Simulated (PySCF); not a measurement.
# Spin states of Br₂

Unrestricted PBE0; Br cc-pVTZ-PP with ECP10; scalar-relativistic core potentials (PySCF 2.14). Outer shells of the fragments: Br 3d10 4s2 4p5; Br 3d10 4s2 4p5.

Followed along the bond (rough minima from three points):

| 2Ms+1 | unpaired | ⟨S²⟩ at the start | R at minimum (Å) | Te (eV) |
| --- | --- | --- | --- | --- |
| 1 | none | 0.00 | 2.29 | 0.00 |
| 3 | σ ↑, π ↑ | 2.01 | none in the scan | ≤ 1.78 |

Solutions found at the starting distance of 2.230 Å, counted from the lowest of them; the search is not exhaustive and high or unbound solutions are not listed, so other states can lie among these:

| 2Ms+1 | unpaired | term | E (eV) | ⟨S²⟩ | ⟨Lz²⟩ |
| --- | --- | --- | --- | --- | --- |
| 1 | none | ¹Σ⁺ | 0.00 | 0.00 | 0.00 |
| 3 | σ ↑, π ↑ | ³Π | 2.42 | 2.01 | 1.01 |
| 1 | σ ↑, π ↓ | mixed | 2.66 | 1.01 | 1.01 |
| 3 | π ↑↑ | ³Σ⁻ | 5.75 | 2.01 | 0.00 |
| 3 | σ ↑↑ | ³Σ⁺ | 5.90 | 2.01 | 0.00 |
| 1 | π ↑↓ | mixed | 5.99 | 1.01 | 2.02 |

A term symbol is given only where ⟨S²⟩ and ⟨Lz²⟩ are close to those of a pure state; real π, δ and φ orbitals otherwise mix terms, and g/u labels are left off.

The measured ground state is X ¹Σg+ (Huber and Herzberg, Constants of Diatomic Molecules (1979)).

Counting both spins, an empty level lies below a filled one in some of these solutions, because spin and occupation are held.
